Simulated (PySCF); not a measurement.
boroxine (B3H3O3), SMILES B1OBOBO1.

Geometry optimised at PBE0-D3(BJ)/def2-SVP.

Calculation: TDA-PBE0/def2-SVPD (PySCF 2.14.0).

Vertical excitations; the highest root listed may be one member of a degenerate set. Isolated molecule, no solvent. State labels are in the subgroup C2v.

Problem. List the lowest excited states. (Estimate from the structure and the level; the computed values follow.)

Solution. 
| state | symmetry | energy (eV) | λ (nm) | f | main pairs |
|---|---|---|---|---|---|
| S1 | A2 | 7.35 | 169 | 0.000 | HOMO−1→LUMO+1 48 %, HOMO→LUMO 48 % |
| S2 | B2 | 7.41 | 167 | 0.000 | HOMO−1→LUMO, HOMO→LUMO+1 (degenerate set) |
| S3 | A2 | 7.41 | 167 | 0.000 | HOMO→LUMO, HOMO−1→LUMO+1 (degenerate set) |
| S4 | B2 | 7.44 | 167 | 0.066 | HOMO→LUMO+1 49 %, HOMO−1→LUMO 49 % |
| S5 | B1 | 8.55 | 145 | 0.000 | HOMO−2→LUMO+1 50 %, HOMO−3→LUMO 50 % |
| S6 | B1 | 8.93 | 139 | 0.000 | HOMO−1→LUMO+2 (degenerate set) |
| S7 | A1 | 8.93 | 139 | 0.000 | HOMO→LUMO+2 (degenerate set) |
| S8 | A2 | 9.04 | 137 | 0.000 | HOMO−1→LUMO+3, HOMO−5→LUMO+1, HOMO−6→LUMO, HOMO−4→LUMO (degenerate set) |
| S9 | B2 | 9.04 | 137 | 0.000 | HOMO→LUMO+3, HOMO−5→LUMO, HOMO−6→LUMO+1, HOMO−4→LUMO+1 (degenerate set) |
| S10 | B2 | 9.21 | 135 | 0.040 | HOMO−6→LUMO+1 49 %, HOMO−5→LUMO 49 % |
| T1 | B2 | 6.74 | 184 | 0 | HOMO→LUMO+1 46 %, HOMO−1→LUMO 46 % |
| T2 | B2 | 6.92 | 179 | 0 | HOMO−1→LUMO, HOMO→LUMO+1, HOMO−4→LUMO+1 (degenerate set) |
| T3 | A2 | 6.92 | 179 | 0 | HOMO−1→LUMO+1, HOMO→LUMO, HOMO−4→LUMO (degenerate set) |
| T4 | A2 | 7.26 | 171 | 0 | HOMO→LUMO 48 %, HOMO−1→LUMO+1 48 % |
Triplets are in the Tamm–Dancoff approximation.
